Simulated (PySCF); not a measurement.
# Computed properties of TaO₂Cl, SMILES [O]=[Ta](=[O])[Cl], multiplicity 1

TaO2Cl, SMILES [O]=[Ta](=[O])[Cl], multiplicity 1. Coordinates come from a PBE0-D3(BJ)/def2-SVP optimisation. The multiplicity is an assumed one; other spin states were not compared. The def2 effective core potentials stand for the cores of Ta; spin–orbit coupling is left out. One conformer was computed; it need not be the lowest. All values are computed for the isolated molecule unless a solvent is named; none is compared with measurement here.

**Structure.** The optimised structure has Cs symmetry. All 6 harmonic modes at PBE0-D3(BJ)/def2-SVP (PySCF) are real, so it is a minimum. With heavy atoms numbered as in [Ta:1](=[O:2])(=[O:3])[Cl:4], the shortest bond between them is Ta1–O2 at 1.725 Å and the longest Ta1–Cl4 at 2.322 Å.

**Vibrations.** The strongest infrared lines (harmonic, unscaled, degenerate partners summed) lie at 962 cm⁻¹ (198 km/mol, O 90 %, Ta 10 %), 1016 cm⁻¹ (81 km/mol, O 93 %), 402 cm⁻¹ (52 km/mol, Cl 66 %, Ta 20 %, O 14 %). The softest mode is at 163 cm⁻¹ and the zero-point energy is 4.4 kcal/mol.

**Electronic structure.** B3LYP/def2-TZVPD (PySCF) places the frontier levels at -8.24 and -4.47 eV, a gap of 3.77 eV, and gives a dipole moment of 5.57 D and a mean polarisability of 56.6 bohr³. PBE/def2-TZVPD (PySCF) at the same geometry gives -6.94 and -4.81 eV, so its gap is 1.64 eV narrower. An orbital gap is neither the optical nor the fundamental gap.

**Excitations.** TDDFT-PBE0/def2-SVPD (PySCF) has S1 at 2.90 eV (428 nm, f = 0.001, dark); the most intense of the 10 singlets computed lies at 4.96 eV (f = 0.01). T1 (TDA) is at 2.81 eV. TDDFT-PBE/def2-SVPD (PySCF) puts S1 at 2.22 eV.
